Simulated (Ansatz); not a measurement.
```yaml
crystal:
  periodic: [false, false, false]
  atoms:
    - {symbol: O, position_ang: [-0.708083, 0.354659, -0.190579]}
    - {symbol: Al, position_ang: [-0.487243, -0.445999, 0.841946]}
    - {symbol: O, position_ang: [0.708008, -0.413942, 0.190435]}
    - {symbol: Al, position_ang: [0.417632, 0.520445, -0.841891]}
    - {symbol: H, position_ang: [-1.459534, 0.309415, -0.532771]}
    - {symbol: H, position_ang: [-1.057034, -1.374690, 0.626736]}
    - {symbol: H, position_ang: [-0.382170, -0.001091, 1.688975]}
    - {symbol: H, position_ang: [1.459577, -0.361522, 0.621237]}
    - {symbol: H, position_ang: [1.056857, 1.603907, -0.536716]}
    - {symbol: H, position_ang: [0.382377, 0.001595, -1.970603]}
basis:
  gaussian: {orbitals: x2c-TZVPPall, fitting: {mean_field: def2-universal-jkfit}}
hamiltonian: {xc: {name: wPBEh}}
output: {forces: true}
```

```sh
$ ansatz run in.yaml --threads 4 --pin off --events-out ev --progress --plain --max-ram 10444MiB
```

Shortened log:

```
Functional definition: wPBEh
518 factors; integrals over basis functions are off by at most 9.1e-1 eV
518 factors; integrals over basis functions are off by at most 1.8e-7 eV
mean field evaluation 1: about -17358.1127 eV, gradient 1.1e2 eV
mean field evaluation 2: about -17326.5126 eV, gradient 1.7e2 eV
mean field evaluation 4: about -17375.3546 eV, gradient 2.9e0 eV
mean field evaluation 8: about -17375.3609 eV, gradient 3.6e-2 eV
mean field -17375.36092825 eV, -638.5327366704 hartree, gradient 5.2e-5 eV, S^2 0.000000; 0 other end points of the search recorded, 0 dependent functions left out
reference -17375.36097841 eV, -638.5327385138 hartree; 24, 24 occupied and 206, 206 virtual orbitals, 518 factors
Total energy: -17375.36097841 eV, -638.5327385138 hartree
Relativity: scalar
Atom 0 at    -0.708083     0.354659    -0.190579 Å, force   -34.145706    19.334598    -6.910819 eV/Å
Atom 1 at    -0.487243    -0.445999     0.841946 Å, force   -10.893864   -20.345419     9.395636 eV/Å
Atom 2 at     0.708008    -0.413942     0.190435 Å, force    30.322227   -15.172855     1.221930 eV/Å
Atom 3 at     0.417632     0.520445    -0.841891 Å, force    22.050940    13.609066   -22.481641 eV/Å
Atom 4 at    -1.459534     0.309415    -0.532771 Å, force   -10.871499     0.436050    -4.681649 eV/Å
Atom 5 at    -1.057034    -1.374690     0.626736 Å, force    -9.869163   -15.643835    -2.811615 eV/Å
Atom 6 at    -0.382170    -0.001091     1.688975 Å, force     3.270128    15.562788    31.092756 eV/Å
Atom 7 at     1.459577    -0.361522     0.621237 Å, force     6.492306    -0.587792     3.070992 eV/Å
Atom 8 at     1.056857     1.603907    -0.536716 Å, force     3.851734     6.481989     1.293080 eV/Å
Atom 9 at     0.382377     0.001595    -1.970603 Å, force    -0.207103    -3.674591    -9.188671 eV/Å
Dipole moment:    -0.076915    -0.007168     0.044094 e Å
```

Question: What is wrong with this run?

Answer: The geometry is squeezed to about two thirds of its size. The calculation finished and met its thresholds. The result belongs to that input, not to the molecule as meant.
